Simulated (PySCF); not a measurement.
Isomers of C6H11FO2Si, mass 162.051 u with the commonest isotopes. The calculation used PBE0/pcSseg-1 in PySCF (dipole) on a GFN2-xTB geometry, gas phase. One conformer each, none proved a minimum here; rigid rotors.

**Question.** Order these by radius of gyration √(Σ m r²/M), smallest first.
A. `[CH3:1][O:2][CH2:3][C:4]1=[C:5]([Si@H:6]([F:7])[O:8][CH3:9])[CH2:10]1` with C1–O2–C3–C4 -179°, O2–C3–C4–C5 5°, C4–C5–Si6–F7 140°, C5–Si6–O8–C9 -57°
B. `[CH3:1][CH2:2][O:3][C:4]1=[C:5]([F:6])[Si@@H:7]([O:8][CH3:9])[CH2:10]1` with C1–C2–O3–C4 179°, C2–O3–C4–C5 1°, C5–Si7–O8–C9 -93°
C. `[CH2:1]=[C:2]([O:3][SiH2:4][C@H:5]([CH3:6])[F:7])[C:8]([CH3:9])=[O:10]` with C1–C2–O3–Si4 -179°, C2–O3–Si4–C5 180°, O3–Si4–C5–C6 -64°, C1–C2–C8–C9 -1°
D. `[CH3:1][O:2][Si@@H:3]([F:4])[C@@H:5]1[CH2:6][C@@H:7]1[CH2:8][CH:9]=[O:10]` with C1–O2–Si3–F4 59°, O2–Si3–C5–C6 -98°, C6–C7–C8–C9 -151°, C7–C8–C9–O10 7°
E. `[CH3:1][O:2][C@@:3]1([CH3:4])[CH2:5][C@:6]1([SiH3:7])[C:8](=[O:9])[F:10]` with C1–O2–C3–C4 -75°, C5–C6–C8–O9 -9°
F. `[CH3:1][C@:2]1([SiH2:3][F:4])[CH2:5][C@@H:6]([O:7][CH:8]=[O:9])[CH2:10]1` with C1–C2–Si3–F4 -178°, C5–C6–O7–C8 -166°, C6–O7–C8–O9 1°, C1–C2–C5–C6 -102°, C2–C5–C6–O7 -129°, C5–C6–C10–C2 11°, C1–C2–C10–C6 102°

**Answer.** E (2.183 Å), D (2.353 Å), F (2.467 Å), A (2.508 Å), C (2.534 Å), B (2.604 Å).

**Question.** Order these by dipole moment, smallest first.
A. `[CH3:1][C@:2]1([SiH2:3][F:4])[CH2:5][C@@H:6]([O:7][CH:8]=[O:9])[CH2:10]1` with C1–C2–Si3–F4 -178°, C5–C6–O7–C8 -166°, C6–O7–C8–O9 1°, C1–C2–C5–C6 -102°, C2–C5–C6–O7 -129°, C5–C6–C10–C2 11°, C1–C2–C10–C6 102°
B. `[CH3:1][O:2][Si@@H:3]([F:4])[C@@H:5]1[CH2:6][C@@H:7]1[CH2:8][CH:9]=[O:10]` with C1–O2–Si3–F4 59°, O2–Si3–C5–C6 -98°, C6–C7–C8–C9 -151°, C7–C8–C9–O10 7°
C. `[CH3:1][O:2][C@@:3]1([CH3:4])[CH2:5][C@:6]1([SiH3:7])[C:8](=[O:9])[F:10]` with C1–O2–C3–C4 -75°, C5–C6–C8–O9 -9°
D. `[CH3:1][O:2][CH2:3][C:4]1=[C:5]([Si@H:6]([F:7])[O:8][CH3:9])[CH2:10]1` with C1–O2–C3–C4 -179°, O2–C3–C4–C5 5°, C4–C5–Si6–F7 140°, C5–Si6–O8–C9 -57°
E. `[CH2:1]=[C:2]([O:3][SiH2:4][C@H:5]([CH3:6])[F:7])[C:8]([CH3:9])=[O:10]` with C1–C2–O3–Si4 -179°, C2–O3–Si4–C5 180°, O3–Si4–C5–C6 -64°, C1–C2–C8–C9 -1°
F. `[CH3:1][CH2:2][O:3][C:4]1=[C:5]([F:6])[Si@@H:7]([O:8][CH3:9])[CH2:10]1` with C1–C2–O3–C4 179°, C2–O3–C4–C5 1°, C5–Si7–O8–C9 -93°
G. `[CH2:1]=[CH:2][CH2:3][C@@H:4]([CH2:5][F:6])[C:7](=[O:8])[O:9][SiH3:10]` with C1–C2–C3–C4 -118°, C2–C3–C4–C5 63°, C3–C4–C5–F6 -170°, C3–C4–C7–O8 -66°, C4–C7–O9–Si10 178°

**Answer.** F (0.78 D), B (1.34 D), G (2.00 D), A (2.50 D), C (4.39 D), D (5.07 D), E (5.51 D).

**Question.** Order these by rotational constant A, largest first.
A. `[CH3:1][O:2][CH2:3][C:4]1=[C:5]([Si@H:6]([F:7])[O:8][CH3:9])[CH2:10]1` with C1–O2–C3–C4 -179°, O2–C3–C4–C5 5°, C4–C5–Si6–F7 140°, C5–Si6–O8–C9 -57°
B. `[CH2:1]=[CH:2][CH2:3][C@@H:4]([CH2:5][F:6])[C:7](=[O:8])[O:9][SiH3:10]` with C1–C2–C3–C4 -118°, C2–C3–C4–C5 63°, C3–C4–C5–F6 -170°, C3–C4–C7–O8 -66°, C4–C7–O9–Si10 178°
C. `[CH3:1][C@:2]1([SiH2:3][F:4])[CH2:5][C@@H:6]([O:7][CH:8]=[O:9])[CH2:10]1` with C1–C2–Si3–F4 -178°, C5–C6–O7–C8 -166°, C6–O7–C8–O9 1°, C1–C2–C5–C6 -102°, C2–C5–C6–O7 -129°, C5–C6–C10–C2 11°, C1–C2–C10–C6 102°
D. `[CH2:1]=[C:2]([O:3][SiH2:4][C@H:5]([CH3:6])[F:7])[C:8]([CH3:9])=[O:10]` with C1–C2–O3–Si4 -179°, C2–O3–Si4–C5 180°, O3–Si4–C5–C6 -64°, C1–C2–C8–C9 -1°
E. `[CH3:1][O:2][C@@:3]1([CH3:4])[CH2:5][C@:6]1([SiH3:7])[C:8](=[O:9])[F:10]` with C1–O2–C3–C4 -75°, C5–C6–C8–O9 -9°
F. `[CH3:1][CH2:2][O:3][C:4]1=[C:5]([F:6])[Si@@H:7]([O:8][CH3:9])[CH2:10]1` with C1–C2–O3–C4 179°, C2–O3–C4–C5 1°, C5–Si7–O8–C9 -93°

**Answer.** F (2801 MHz), D (2564 MHz), C (2046 MHz), B (1926 MHz), E (1625 MHz), A (1556 MHz).

```tsv
SMILES	point group	Ia (u·Å²)	Ib (u·Å²)	Ic (u·Å²)	κ	μa (D)	μb (D)	μc (D)
CCOC1=C(F)[Si@@H](OC)C1	C1	180.45	955.68	1061.13	-0.95	0.71	0.31	0.13
COCC1=C([Si@H](F)OC)C1	C1	324.75	714.54	998.93	-0.62	4.98	0.15	0.91
C=CC[C@@H](CF)C(=O)O[SiH3]	C1	262.44	880.83	1019.43	-0.89	0.57	1.59	1.07
C[C@]1([SiH2]F)C[C@@H](OC=O)C1	C1	247.07	796.69	928.93	-0.88	1.95	1.35	0.78
CO[C@@]1(C)C[C@]1([SiH3])C(=O)F	C1	311.07	526.53	706.83	-0.46	4.30	0.41	0.79
C=C(O[SiH2][C@H](C)F)C(C)=O	C1	197.09	866.85	1016.62	-0.92	4.92	2.48	0.04
CO[Si@@H](F)[C@@H]1C[C@@H]1CC=O	C1	265.74	725.47	803.20	-0.89	0.25	0.90	0.96
```
